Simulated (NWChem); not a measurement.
System meant: disulfane (H2S2); SMILES SS

Here is an NWChem input.

```
start job
memory heap 200 mb stack 900 mb global 1100 mb
geometry units angstroms noautoz
  S      0.020651    -1.036052     0.078241
  S     -0.020651     1.036052     0.078241
  H     -0.931984    -1.250775    -0.861827
  H      0.931984     1.250775    -0.861827
end
basis spherical
  * library def2-svp
end
dft
  xc pbe0
  iterations 4
  mulliken
end
task dft energy
```

End of the output:

```
    Atom       Charge   Shell Charges
 -----------   ------   -------------------------------------------------------
    1 S   16    15.98   2.00  1.95  1.01  0.71  5.81  1.87  2.53  0.09
    2 S   16    15.98   2.00  1.95  1.01  0.71  5.81  1.87  2.53  0.09
    3 H    1     1.02   0.63  0.31  0.08
    4 H    1     1.02   0.63  0.31  0.08

 center of mass
 --------------
 x =   0.00000000 y =   0.00000000 z =   0.05021152

 moments of inertia (a.u.)
 ------------------
         262.586961116862          -0.000000000000           0.000000000000
          -0.000000000000          12.467107768320           0.000000000000
           0.000000000000           0.000000000000         262.720668920372

     Multipole analysis of the density
     ---------------------------------

     L   x y z        total         alpha         beta         nuclear
     -   - - -        -----         -----         ----         -------
     0   0 0 0     -0.000000    -17.000000    -17.000000     34.000000

     1   1 0 0     -0.000000     -0.000000     -0.000000      0.000000
     1   0 1 0     -0.000000     -0.000000     -0.000000      0.000000
     1   0 0 1     -0.579979     -0.289990     -0.289990      0.000000

     2   2 0 0    -19.707933    -12.910259    -12.910259      6.112586
     2   1 1 0      1.747396     -1.171511     -1.171511      4.090418
     2   1 0 1      0.000000      0.000000      0.000000      0.000000
     2   0 2 0    -19.170613    -76.572996    -76.572996    133.975379
     2   0 1 1      0.000000      0.000000      0.000000      0.000000
     2   0 0 2    -19.803429    -12.871925    -12.871925      5.940422

 ------------------------------------------------------------------------
 dft energy failed                                                                                  0
 ------------------------------------------------------------------------
 ------------------------------------------------------------------------
  current input line :
    17: task dft energy
 ------------------------------------------------------------------------
 ------------------------------------------------------------------------
 This type of error is most commonly associated with calculations not reaching convergence criteria
 ------------------------------------------------------------------------
 For more information see the NWChem manual at https://nwchemgit.github.io

0:dft energy failed:Received an Error in Communication
```

Task: Find the fault in this run and fix the input.

Result: The run did not converge; its last values are not results. Cause: the SCF was allowed too few iterations. This input runs:
```
start job
memory heap 200 mb stack 900 mb global 1100 mb
geometry units angstroms noautoz
  S      0.020651    -1.036052     0.078241
  S     -0.020651     1.036052     0.078241
  H     -0.931984    -1.250775    -0.861827
  H      0.931984     1.250775    -0.861827
end
basis spherical
  * library def2-svp
end
dft
  xc pbe0
  iterations 150
  mulliken
end
task dft energy
```
It converges to -797.04667 Ha (PBE0/def2-SVP).
